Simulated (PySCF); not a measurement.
# One molecule, several mistakes: GeH5O2Si

All numbers below are calculated, not measured. The program is PySCF 2.14.0, an open-source quantum chemistry code, run on an isolated molecule that a program drew, which may never have been made. The molecule is GeH5O2Si (charge 0, doublet), drawn as the SMILES string `O[SiH][O][GeH3]`.

Each row is a Hartree-Fock (HF) and frozen-core CCSD(T) single point in the cc-pV(D+d)Z basis, meant for a local HF minimum. Run 1 is clean. Each other run has one planted mistake out of seven kinds, and not every kind appears here: one electron removed, one electron added, multiplicity raised by two, geometry at a saddle point, minimal basis STO-3G, one bond length entered in bohr, all coordinates scaled. The reference is restricted for singlets and unrestricted otherwise, and also for a bond in bohr. Adding or removing an electron swaps singlet and doublet. Electrons count all cores. HOMO and LUMO are orbital energies over both spins, the gradient is its largest component, and the lowest frequency (negative if imaginary) is given only where the gradient is small. Bond lengths are over the 8 bonds as drawn. T1 is the CCSD diagnostic: over 0.02 (restricted) or 0.045 (unrestricted) a single reference is doubtful. Germanium has the cc-pVDZ-PP basis, with a core potential (ECP10MDF) in place of its 10 inner electrons, and its 3s, 3p and 3d shells are frozen in CCSD(T).

Geometry of the clean run:
```xyz
9
GeH5O2Si, angstrom
O    -0.9515    1.9551   -2.4073
Si    0.2160    1.2172   -1.4907
O    -0.4195   -0.2026   -1.0233
Ge   -1.9512   -1.1012   -1.2109
H    -0.7475    2.7636   -2.8525
H     0.5407    2.0487   -0.2969
H    -1.7396   -2.4177   -0.4707
H    -3.0762   -0.2833   -0.5816
H    -2.2007   -1.3368   -2.6983
```

| run | electrons | basis functions | <S^2> | HOMO (eV) | LUMO (eV) | gradient (hartree/bohr) | lowest frequency (cm^-1) | mean bond (Å) | longest bond (Å) | T1 | HF (hartree) | CCSD(T) (hartree) | mistake |
|---|---|---|---|---|---|---|---|---|---|---|---|---|---|
| 1 | 67 | 99 | 0.754 | -8.56 | 2.28 | 1.1e-05 | 60 | 1.5102 | 1.786 | 0.0149 | -735.01656 | -735.61665 | no fault |
| 2 | 67 | 99 | 0.758 | -9.04 | 1.62 | 5.8e-02 | - | 1.6280 | 1.925 | 0.0183 | -734.96877 | -735.58720 | all coordinates scaled |
| 3 | 68 | 99 | 0.000 | 0.37 | 7.61 | 1.1e-01 | - | 1.5102 | 1.786 | 0.0180 | -734.96433 | -735.59558 | one electron added |
| 4 | 66 | 99 | 0.000 | -16.63 | -6.61 | 1.2e-01 | - | 1.5102 | 1.786 | 0.0211 | -734.73690 | -735.34590 | one electron removed |
| 5 | 67 | 99 | 1.606 | -8.61 | 1.37 | 7.7e-03 | - | 1.6798 | 2.882 | 0.0397 | -734.91072 | -735.49873 | ? |

**Which mistake was planted in run 5, and what did it cost?**

The mean bond changes by a factor of 1.112 and the longest by 1.614, so the molecule wasn't scaled as a whole. A length L in bohr read as angstrom grows by (1/0.5292 - 1) L = 0.890 L. The 8 bonds together grew by 8 x 0.1696 = 1.357 Å, which gives L = 1.525 Å. That is the length of one of the Ge-H bonds, 1.525 Å in the clean geometry. So the mistake is: one bond length entered in bohr. Subtracting run 1 and multiplying by 627.51 kcal/mol a hartree, the energy moved by 66.4 kcal/mol in HF and 74.0 kcal/mol in CCSD(T).

Cautions from the logs. Run 3: the HOMO is above zero, so the electron isn't bound and the energy depends on the basis; run 4: T1 is over the limit, so its CCSD(T) energy is less reliable.
